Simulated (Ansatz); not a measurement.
Consider the hydrogenolysis of the Si–N bond: `CN(C)[Si]Br` + H₂ → `[SiH]Br` + `CNC`.

Computed with Ansatz on PBE0-D4/def2-TZVP structures; ΔE is electronic, products minus reactants. CCSD(T)/CBS is the MP2 limit (def2-TZVPP, def2-QZVPP) plus CCSD(T) − MP2 in def2-TZVPP, frozen cores. This one scheme is used for every species. DFT in def2-TZVPP. HSE06 is defined as in plane-wave codes. For Br outer-core shells are correlated without core-valence functions, which leaves a few kJ/mol of doubt a bond. Scalar relativity is left out up to krypton. Each species was taken in one conformer, which may not be the lowest.

```tsv
level	ΔE (eV)
BLYP-D4	1.35
HSE06-D4	1.25
HSE06	1.15
HF/def2-QZVPP	0.83
```

(1) What does CCSD(T)/CBS give? (Best estimate.)

Largest T1 diagnostic among the species: 0.012.

Answers

(1) The calculation gave: +1.29 eV. The listed levels differ from it by 0.06, -0.04, -0.14, -0.46 eV.

At CCSD(T), def2-SVP lies −0.14 eV from the extrapolated value and def2-TZVPP −0.04 eV. In def2-TZVPP, CCSD(T) changes the Hartree–Fock value by +0.42 eV (the triples alone add +0.10 eV) and MP2 by +0.60 eV. Leaving LDA and LC-ωPBE aside and taking each functional with its dispersion term where it has one, the values, not all of them listed here, spread over 0.17 eV, from B97M-V to revPBE-D4. LDA lies +0.21 eV from PBE without D4.
